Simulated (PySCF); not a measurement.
How methods differ on the ionisation energy of Cu

Cu [Ar] 3d10 4s1 (2S) → Cu⁺ [Ar] 3d10 (1S), as a difference of total energies. Calculation: PySCF 2.14, in x2c-TZVPPall (6s5p4d2f1g, 64 functions); the spin-free X2C one-electron Hamiltonian (Gaussian nucleus). Correlated levels: valence and next inner shell: [Ne] frozen. The calculations carry no spin-orbit coupling.

```json
{"method": "UHF", "ionisation energy (eV)": "6.598"}
{"method": "MP2 (valence and next inner shell)", "ionisation energy (eV)": "7.597"}
{"method": "SCS-MP2 (valence and next inner shell)", "ionisation energy (eV)": "7.419"}
{"method": "CCSD (valence and next inner shell)", "ionisation energy (eV)": "7.386"}
{"method": "CCSD(T) (valence and next inner shell)", "ionisation energy (eV)": "7.512"}
```

Question: How much does correlation contribute at CCSD(T) (valence and next inner shell)?

Answer: 7.512 − (6.598) = 0.914 eV, measured against UHF.

Errors of the correlated levels include the incompleteness of this basis and the frozen core.

For comparison: 7.726 eV (measured; NIST Atomic Spectra Database, ionization energies).
